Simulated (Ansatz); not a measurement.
CH6Sn (SMILES [CH3][SnH3]) moved off its minimum; all values from Ansatz (an electronic-structure program), cores frozen in correlated methods. Elements past Kr take the def2 small-core potentials, without spin–orbit coupling.
(charge 0, multiplicity 1)
```xyz
8

Sn    -0.30987     0.06124     0.00326
C      1.83730    -0.21241     0.04747
H     -1.01291    -0.96650    -1.19706
H     -0.71122     1.65344    -0.31411
H     -0.95154    -0.43977     1.50057
H      2.07554    -1.23575     0.27328
H      2.26642     0.44872     0.83833
H      2.23809     0.05412    -0.91438
```

Forces at r2SCAN/def2-TZVPP (eV/Å):

```csv
atom,Fx,Fy,Fz
Sn1,0.238,-0.818,-0.061
C2,-0.309,0.912,0.831
H3,0.132,0.194,0.129
H4,-0.105,0.464,-0.080
H5,-0.043,0.061,0.081
H6,0.087,-0.451,0.099
H7,-0.271,-0.493,-0.646
H8,0.271,0.131,-0.352
```

**Question.** Give the forces (eV/Å), the total energy and the dipole at CCSD(T)/def2-TZVPPD.

**Answer.** 
```csv
atom,Fx,Fy,Fz
Sn1,0.243,-0.859,-0.070
C2,-0.214,0.901,0.834
H3,0.047,0.074,-0.019
H4,-0.168,0.714,-0.129
H5,-0.132,-0.002,0.285
H6,0.129,-0.481,0.105
H7,-0.227,-0.482,-0.628
H8,0.321,0.134,-0.378
```
Energy -255.0533 hartree, dipole 0.65 D.
